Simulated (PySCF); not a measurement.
Be(F)(SiMe3), C₃H₉BeFSi, SMILES C[Si](C)(C)[Be][F] at its GFN2-xTB optimised geometry (Å):

```
15

Be    -1.3013    -1.8586    -1.6229
F     -1.8712    -2.5868    -2.6426
Si    -0.3933    -0.6963     0.0000
C     -0.8592    -1.2935     1.7647
C     -0.8603     1.1665     0.0000
C      1.5271    -0.6963     0.0000
H     -0.3878    -0.6897     2.5354
H     -1.9323    -1.2465     1.9258
H     -0.5530    -2.3232     1.9256
H     -1.9333     1.3032     0.0991
H     -0.5572     1.6485    -0.9250
H     -0.3870     1.7039     0.8172
H      1.9210    -0.2849    -0.9249
H      1.9207    -1.7039     0.0989
H      1.9333    -0.1067     0.8173
```

Method: PBE0/def2-TZVP run with PySCF. Cells within 0.4 Å of a nucleus heavier than hydrogen are left out (blank, or x).

Map of the Laplacian of the electron density (e/bohr⁵), clipped to [-1.50, 1.50] on the plane z = 0.0 Å:

```
|5555555555555555555555555555555|
|5555555555555555555555555555555|
|5555555555555555555555555555555|
|5555555555555555555555555555555|
|5555555555555555555555555555555|
|5555555555555555555555555555555|
|5555555555555555555555555555555|
|5555555555555555555555555555555|
|5555555555555555555555555555555|
|5555555544456455555555555555555|
|55555552021xxx55555555555555555|
|55555554232xxx55555555555555555|
|555555555546x355555555555555555|
|5555555555543445555555555555555|
|5555555555544445555555555555555|
|5555555555544665555555555555555|
|5555555555559999544456455555555|
|5555555555579xx97442xxx55555555|
|5555555555579xx97432xxx55555555|
|5555555555559xx954446x255555555|
|5555555555545896555542245555555|
|5555555555554555555553025555555|
|5555555555555555555555145555555|
|5555555555555555555555555555555|
|5555555555555555555555555555555|
|5555555555555555555555555555555|
|5555555555555555555555555555555|
|5555555555555555555555555555555|
|5555555555555555555555555555555|
|5555555555555555555555555555555|
|5555555555555555555555555555555|
```
Scale: ten equal steps from -1.50 (start of '0') to 1.50 (end of '9'), in the order '0123456789'; x runs from -4.00 to 4.00, y from -4.00 (bottom) to 4.00 (top).
